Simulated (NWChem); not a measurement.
System: GeH2 cation, doublet; SMILES of the neutral closed-shell parent [GeH2]

Here is an NWChem input.

```
start job
memory heap 200 mb stack 700 mb global 900 mb
charge 1
geometry units angstroms noautoz
  Ge     0.000000     0.000000    -0.014369
  H      1.360257     0.000000    -0.803827
  H     -1.360257     0.000000    -0.803827
end
basis spherical
  Ge library def2-svp
  H library def2-svp
end
dft
  odft
  mult 2
  xc xpbe96 cpbe96
  iterations 150
  mulliken
end
task dft energy
```

Excerpt of the output:

```
             Northwest Computational Chemistry Package (NWChem) 7.3.0
             --------------------------------------------------------

 C2V symmetry detected

                             Geometry "geometry" -> ""
                             -------------------------

 Output coordinates in angstroms (scale by  1.889725989 to convert to a.u.)

  No.       Tag          Charge          X              Y              Z
 ---- ---------------- ---------- -------------- -------------- --------------
    1 Ge                  32.0000     0.00000000     0.00000000     0.04643871
    2 H                    1.0000     1.36025700     0.00000000    -0.74301929
    3 H                    1.0000    -1.36025700     0.00000000    -0.74301929

 Effective nuclear repulsion energy (a.u.)      21.7283497650

      Symmetry information
      --------------------

 Group name             C2v
 Group number             16
 Group order               4
 No. of unique centers     2

  pbe96 is a nonlocal functional; adding pw91lda local functional.

                                 NWChem DFT Module
                                 -----------------

 Summary of "ao basis" -> "ao basis" (spherical)
 ------------------------------------------------------------------------------
       Tag                 Description            Shells   Functions and Types
 ---------------- ------------------------------  ------  ---------------------
 Ge                         def2-svp                12       32   5s4p3d
 H                          def2-svp                 3        5   2s1p

      Symmetry analysis of basis
      --------------------------

        a1         19
        a2          4
        b1         11
        b2          8

            General Information
            -------------------
          SCF calculation type: DFT
          Wavefunction type:  spin polarized.
          No. of atoms     :     3
          No. of electrons :    33
           Alpha electrons :    17
            Beta electrons :    16
          Charge           :     1
          Spin multiplicity:     2
          Use of symmetry is: on ; symmetry adaption is: on
          Maximum number of iterations: 150
          AO basis - number of functions:    42
                     number of shells:    18
          Convergence on energy requested:  1.00D-06
          Convergence on density requested:  1.00D-05
          Convergence on gradient requested:  5.00D-04

              XC Information
              --------------
          PerdewBurkeErnzerhof Exchange Functional  1.000
            Perdew 1991 LDA Correlation Functional  1.000 local
           PerdewBurkeErnz. Correlation Functional  1.000 non-local

             Grid Information
             ----------------
          Grid used for XC integration:  medium
          Radial quadrature: Mura-Knowles
          Angular quadrature: Lebedev.
          Tag              B.-S. Rad. Rad. Pts. Rad. Cut. Ang. Pts.
          ---              ---------- --------- --------- ---------
          Ge                  1.25      112           7.0       590
          H                   0.35       45           8.0       434
          Grid pruning is: on
          Number of quadrature shells:   157
          Spatial weights used:  Erf1

      Superposition of Atomic Density Guess
      -------------------------------------

 Sum of atomic energies:       -2076.04204838

 Renormalizing density from      34.00 to     33

      Non-variational initial energy
      ------------------------------

 Total energy =   -2038.332569
 1-e energy   =   -2852.282266
 2-e energy   =     792.221347
 HOMO         =      -0.595603
 LUMO         =      -0.500711

   Symmetry analysis of molecular orbitals - initial alpha
   -------------------------------------------------------

  Numbering of irreducible representations:

     1 a1          2 a2          3 b1          4 b2

  Orbital symmetries:

     1 a1          2 a1          3 b1          4 a1          5 b2
     6 a1          7 b1          8 a1          9 b2         10 b1
    11 a1         12 a2         13 a1         14 b2         15 a1
    16 b1         17 a1         18 b2         19 a1         20 b1
    21 a1         22 b1         23 a1         24 a2         25 b2
    26 a1         27 b2

   Symmetry analysis of molecular orbitals - initial beta
   ------------------------------------------------------

  Numbering of irreducible representations:

     1 a1          2 a2          3 b1          4 b2

  Orbital symmetries:

     1 a1          2 a1          3 b1          4 a1          5 b2
     6 a1          7 b1          8 a1          9 b2         10 b1
    11 a1         12 a2         13 a1         14 b2         15 a1
    16 b1         17 a1         18 b2         19 a1         20 b1
    21 a1         22 b1         23 a1         24 a2         25 b2
    26 a1         27 b2

     ---------------------------------------------
      Total Density - Mulliken Population Analysis
     ---------------------------------------------

    Atom       Charge   Shell Charges
 -----------   ------   -------------------------------------------------------
    1 Ge  32    31.50   2.00  2.00  2.01  1.65  0.06  6.00  6.03  1.17  0.52  8.80  1.19  0.06
    2 H    1     0.75   0.53  0.21  0.01
    3 H    1     0.75   0.53  0.21  0.01

     --------------------------------------------
      Spin Density - Mulliken Population Analysis
     --------------------------------------------

    Atom       Charge   Shell Charges
 -----------   ------   -------------------------------------------------------
    1 Ge  32     0.79   0.00  0.00 -0.00  0.09  0.01  0.00 -0.00  0.45  0.23  0.00  0.00  0.01
    2 H    1     0.10   0.07  0.03  0.00
    3 H    1     0.10   0.07  0.03  0.00

[...]
```

Level: PBE/def2-SVP, spin-unrestricted. In the optimisation the excess spin sits in a1 (C2v, its own frame). Geometry: optimised at B3LYP/6-31G* (spherical d), spin-unrestricted. This spin state was assumed; another may lie lower. No stability test was run on the SCF state.
